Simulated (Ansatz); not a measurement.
Cost and result for the atomization energy of C8H16O, SMILES `CCCCC(C=O)CC` (25 atoms, 24 bonds).

```xyz
25

C    -1.6482    1.0017   -2.2027
C    -1.7592    0.2516   -0.8853
C    -1.0252    0.9181    0.2725
C     0.4915    1.0098    0.1433
C     1.2442   -0.3294    0.0947
C     1.1951   -0.9384   -1.2804
O     0.9766   -2.0921   -1.5297
C     0.8801   -1.3262    1.1830
C     1.1423   -0.8103    2.5870
H    -2.0184    2.0263   -2.1026
H    -0.6170    1.0602   -2.5594
H    -2.2316    0.5114   -2.9848
H    -2.8165    0.1674   -0.6139
H    -1.4076   -0.7772   -1.0139
H    -1.2745    0.3941    1.2006
H    -1.4130    1.9364    0.3938
H     0.7579    1.5913   -0.7471
H     0.8742    1.5859    0.9900
H     2.3117   -0.0692    0.2032
H     1.4184   -0.2193   -2.1020
H    -0.1702   -1.6130    1.0747
H     1.4479   -2.2436    1.0091
H     0.9195   -1.5768    3.3323
H     2.1904   -0.5228    2.7130
H     0.5312    0.0640    2.8247
```

The species carries charge 0 and has multiplicity 1. The structure was optimised at the PBE0-D4/def2-TZVP level. It is one conformer, not always the lowest. Program: Ansatz. All runs use 4 threads of an AMD EPYC 7R13 on a shared host and a share of an NVIDIA H100 80 GB. Times are those of one run each, without the atoms' runs, and a repeat can differ threefold. Electronic energies, without spin–orbit coupling; frozen cores. CCSD(T)/CBS adds CCSD(T) − MP2 in def2-TZVPP to the MP2 limit, and its time is that of the two runs behind it. T1 = 0.011. B3LYP takes the VWN-RPA correlation (the form of Gaussian; ORCA's B3LYP/G).

CCSD(T)/CBS is a level of theory with its own doubt, some kJ/mol a heavy atom from the limit and from the frozen cores, so smaller differences don't rank the functionals.

| level | functions | wall time | atomization (kcal/mol) | difference from CCSD(T)/CBS | per bond |
| --- | --- | --- | --- | --- | --- |
| MP2/def2-QZVPP | 993 | 12 s | 2451.9 | 9.8 | 0.4 |
| r2SCAN-D4/def2-TZVPP (with forces) | 503 | 13 s | 2449.5 | 7.4 | 0.3 |
| B3LYP-D4/def2-TZVPP (with forces) | 503 | 14 s | 2444.1 | 2.0 | 0.1 |
| PBE0-D4/def2-TZVPP | 503 | 14 s | 2462.1 | 20.0 | 0.8 |
| B2PLYP/def2-TZVPP | 503 | 14 s | 2418.9 | -23.2 | -1.0 |
| PBE-D4/def2-TZVPP (with forces) | 503 | 16 s | 2495.6 | 53.5 | 2.2 |
| ωB97M-V/def2-TZVPP (with forces) | 503 | 16 s | 2450.1 | 8.0 | 0.3 |
| ωB97X-V/def2-TZVPP | 503 | 17 s | 2446.9 | 4.8 | 0.2 |
| CCSD(T)/def2-TZVPP | 503 | 69 s | 2390.9 | -51.2 | -2.1 |
| CCSD(T)/CBS(def2) | – | 81 s | 2442.1 | 0.0 | 0.0 |

From PBE to PBE0 (25 % exact exchange), in def2-TZVPP and without D4, the atomization energy moves by −31.4 kcal/mol: exact exchange takes away binding that semilocal exchange gives to molecules. In def2-TZVPP, CCSD(T) changes the Hartree–Fock value by +563.9 kcal/mol (the triples alone add +32.1 kcal/mol) and MP2 by +595.0 kcal/mol; breaking electron pairs costs correlation energy, which Hartree–Fock lacks. The D4 term adds +22.4 kcal/mol with B3LYP and +12.3 kcal/mol with PBE0; it sums over pairs of atoms, weighted by their polarisabilities, and B3LYP, whose exchange is more repulsive, gets the larger term.
